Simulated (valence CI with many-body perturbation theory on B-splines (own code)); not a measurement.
## E1 line list for Ba²⁴⁺

Computed by configuration interaction combined with many-body perturbation theory (CI+MBPT): four valence electrons over a frozen Dirac-Fock core [Ar] 3d10, radial functions for each j: 11 s, 11 p, 9 d, 7 f, 5 g, 2 h, 1 i, with the one-electron correlation potential Σ1 (screened to all orders), the two-electron term Σ2, the three-electron term Σ3, Breit, model QED; selected single and double excitations, second order for the rest (own B-spline code, finite nucleus).

No measured levels were compared; by estimate levels hold to about 250 cm⁻¹ or 0.2 % of their energy and the worst to 1 %, as in measured heavy ions of charge 2 to 7; those with d or f electrons hold less well.

Lines 101 to 150 of 223 in falling wavelength, among levels below 211.67 eV, chosen from the strongest by gf and those to the six lowest levels. Wavelengths and rates use the calculated energies, so an error of 2000 cm⁻¹ moves a line at 13.17 nm by 0.26 % and its rate by three times that or more. Electric multipoles are in the length gauge, E1 and E2 with the static RPA response of the core. Weak lines are less certain than strong ones. Lines between different terms over intervals too small for the method are left out, as are lines whose strength nearly cancels. Where a level lies close to another of its J and parity, the split of strength between their lines is uncertain. The highest levels of a list are the least certain.

Levels are named by their leading jj configuration (3d3/2^4 stands for four electrons in 3d with j = 3/2), which in mixed levels can hold well under half, so a name can repeat and another be missing. Letters in brackets count levels of one name in rising energy.

```
λ vac (nm)                           Upper                       Lower   A (s⁻¹)  S (a.u.) with core polarisation  S without
     13.17          (4s 4p1/2^2 4d3/2) J=2      (4s 4p1/2^2 4p3/2) J=2  2.05e+10                         1.15e-01   1.24e-01
     12.82  (4s 4p1/2 4p3/2 4d3/2) J=1 [c]  (4s 4p1/2 4p3/2^2) J=2 [b]  1.86e+10                         5.79e-02   6.23e-02
     12.80                (4s 4p3/2^3) J=2      (4s^2 4p1/2 4p3/2) J=2  5.66e+09                         2.93e-02   3.16e-02
     12.78          (4s^2 4p3/2 4d3/2) J=2          (4s^2 4p3/2^2) J=2  8.22e+09                         4.24e-02   4.58e-02
     12.75  (4s 4p1/2 4p3/2 4d3/2) J=2 [c]      (4s 4p1/2 4p3/2^2) J=3  2.26e+10                         1.16e-01   1.24e-01
     12.74      (4s 4p1/2 4p3/2 4d5/2) J=0  (4s 4p1/2 4p3/2^2) J=1 [b]  5.00e+10                         5.10e-02   5.47e-02
     12.71  (4s 4p1/2 4p3/2 4d5/2) J=3 [b]      (4s 4p1/2 4p3/2^2) J=3  4.30e+10                         3.05e-01   3.27e-01
     12.70  (4s 4p1/2 4p3/2 4d3/2) J=2 [a]      (4s 4p1/2^2 4p3/2) J=1  3.12e+10                         1.58e-01   1.69e-01
     12.67  (4s 4p1/2 4p3/2 4d5/2) J=3 [d]  (4s 4p1/2 4p3/2^2) J=2 [b]  1.76e+10                         1.24e-01   1.33e-01
     12.60      (4s 4p3/2^2 4d3/2) J=1 [b]      (4s^2 4p1/2 4d3/2) J=2  1.62e+10                         4.80e-02   5.17e-02
     12.59  (4s 4p1/2 4p3/2 4d3/2) J=2 [d]      (4s 4p1/2 4p3/2^2) J=3  2.50e+10                         1.23e-01   1.32e-01
     12.59  (4s 4p1/2 4p3/2 4d5/2) J=2 [a]  (4s 4p1/2 4p3/2^2) J=2 [a]  4.41e+10                         2.17e-01   2.33e-01
     12.57      (4s 4p3/2^2 4d3/2) J=1 [a]  (4s 4p1/2 4p3/2^2) J=1 [b]  3.98e+10                         1.17e-01   1.26e-01
     12.56          (4s 4p1/2^2 4d5/2) J=3      (4s 4p1/2^2 4p3/2) J=2  3.76e+10                         2.57e-01   2.75e-01
     12.53          (4s^2 4p1/2 4d5/2) J=3      (4s^2 4p1/2 4p3/2) J=2  5.72e+10                         3.89e-01   4.16e-01
     12.52  (4s 4p1/2 4p3/2 4d5/2) J=3 [a]  (4s 4p1/2 4p3/2^2) J=2 [a]  3.20e+10                         2.17e-01   2.32e-01
     12.51  (4s 4p1/2 4p3/2 4d3/2) J=2 [b]      (4s 4p1/2^2 4p3/2) J=1  3.87e+10                         1.87e-01   2.01e-01
     12.50          (4s^2 4p3/2 4d3/2) J=3          (4s^2 4p3/2^2) J=2  2.23e+10                         1.50e-01   1.61e-01
     12.46                (4s 4p3/2^3) J=2      (4s^2 4p1/2 4p3/2) J=1  1.39e+10                         6.64e-02   7.13e-02
     12.45  (4s 4p1/2 4p3/2 4d5/2) J=1 [b]  (4s 4p1/2 4p3/2^2) J=2 [b]  3.13e+10                         8.94e-02   9.62e-02
     12.43  (4s 4p1/2 4p3/2 4d5/2) J=2 [d]  (4s 4p1/2 4p3/2^2) J=1 [b]  4.60e+10                         2.18e-01   2.34e-01
     12.39          (4s^2 4p3/2 4d3/2) J=1          (4s^2 4p3/2^2) J=2  7.93e+10                         2.23e-01   2.40e-01
     12.32      (4s 4p1/2 4p3/2^2) J=1 [a]          (4s^2 4p1/2^2) J=0  9.13e+09                         2.53e-02   2.73e-02
     12.28  (4s 4p1/2 4p3/2 4d3/2) J=2 [e]  (4s 4p1/2 4p3/2^2) J=1 [a]  1.02e+10                         4.66e-02   5.01e-02
     12.21          (4s^2 4p1/2 4d3/2) J=1      (4s^2 4p1/2 4p3/2) J=2  7.55e+09                         2.04e-02   2.18e-02
     12.19          (4s^2 4p1/2 4d5/2) J=2      (4s^2 4p1/2 4p3/2) J=2  7.33e+10                         3.28e-01   3.52e-01
     12.16  (4s 4p1/2 4p3/2 4d3/2) J=2 [c]  (4s 4p1/2 4p3/2^2) J=2 [a]  1.26e+10                         5.58e-02   5.98e-02
     12.15  (4s 4p1/2 4p3/2 4d5/2) J=1 [b]      (4s 4p1/2 4p3/2^2) J=0  6.44e+10                         1.71e-01   1.83e-01
     12.11  (4s 4p1/2 4p3/2 4d5/2) J=4 [b]      (4s 4p1/2 4p3/2^2) J=3  6.18e+10                         4.88e-01   5.22e-01
     12.08  (4s 4p1/2 4p3/2 4d5/2) J=2 [b]  (4s 4p1/2 4p3/2^2) J=2 [b]  1.18e+10                         5.16e-02   5.55e-02
     12.07          (4s^2 4p3/2 4d5/2) J=2          (4s^2 4p3/2^2) J=2  2.11e+11                         9.15e-01   9.83e-01
     12.07  (4s 4p1/2 4p3/2 4d5/2) J=3 [e]  (4s 4p1/2 4p3/2^2) J=2 [b]  9.63e+10                         5.85e-01   6.26e-01
     12.06  (4s 4p1/2 4p3/2 4d5/2) J=2 [b]  (4s 4p1/2 4p3/2^2) J=1 [a]  9.34e+10                         4.04e-01   4.33e-01
     12.04      (4s 4p1/2 4p3/2 4d5/2) J=0  (4s 4p1/2 4p3/2^2) J=1 [a]  1.46e+11                         1.26e-01   1.36e-01
     12.01  (4s 4p1/2 4p3/2 4d3/2) J=2 [d]  (4s 4p1/2 4p3/2^2) J=2 [a]  3.52e+10                         1.50e-01   1.61e-01
     12.00          (4s 4p3/2^2 4d3/2) J=2  (4s 4p1/2 4p3/2^2) J=1 [b]  6.19e+10                         2.64e-01   2.83e-01
     11.98             (4p1/2 4p3/2^3) J=1      (4s 4p1/2^2 4p3/2) J=2  1.76e+09                         4.48e-03   4.83e-03
     11.97  (4s 4p1/2 4p3/2 4d5/2) J=1 [c]  (4s 4p1/2 4p3/2^2) J=1 [a]  1.12e+11                         2.84e-01   3.04e-01
     11.95      (4s 4p3/2^2 4d3/2) J=1 [b]  (4s 4p1/2 4p3/2^2) J=1 [b]  4.05e+10                         1.02e-01   1.10e-01
     11.94  (4s 4p1/2 4p3/2 4d5/2) J=2 [c]  (4s 4p1/2 4p3/2^2) J=2 [b]  5.58e+10                         2.34e-01   2.51e-01
     11.90      (4s 4p3/2^2 4d3/2) J=1 [a]  (4s 4p1/2 4p3/2^2) J=2 [b]  1.55e+10                         3.86e-02   4.15e-02
     11.90          (4s^2 4p1/2 4d3/2) J=1      (4s^2 4p1/2 4p3/2) J=1  2.81e+10                         7.02e-02   7.53e-02
     11.88          (4s^2 4p1/2 4d5/2) J=2      (4s^2 4p1/2 4p3/2) J=1  1.38e+11                         5.72e-01   6.13e-01
     11.84          (4s^2 4p3/2 4d5/2) J=1          (4s^2 4p3/2^2) J=0  2.54e+11                         6.25e-01   6.71e-01
     11.80  (4s 4p1/2 4p3/2 4d5/2) J=3 [c]      (4s 4p1/2 4p3/2^2) J=3  1.74e+10                         9.87e-02   1.06e-01
     11.79             (4p1/2 4p3/2^3) J=2      (4s 4p1/2^2 4p3/2) J=2  4.20e+07                         1.70e-04   1.80e-04
     11.78  (4s 4p1/2 4p3/2 4d5/2) J=2 [d]  (4s 4p1/2 4p3/2^2) J=2 [b]  3.07e+10                         1.24e-01   1.33e-01
     11.76  (4s 4p1/2 4p3/2 4d5/2) J=2 [d]  (4s 4p1/2 4p3/2^2) J=1 [a]  6.51e+10                         2.61e-01   2.81e-01
     11.72  (4s 4p1/2 4p3/2 4d5/2) J=3 [d]      (4s 4p1/2 4p3/2^2) J=3  2.29e+10                         1.27e-01   1.37e-01
     11.66  (4s 4p1/2 4p3/2 4d5/2) J=2 [a]      (4s 4p1/2^2 4p3/2) J=1  2.40e+10                         9.40e-02   1.01e-01
```
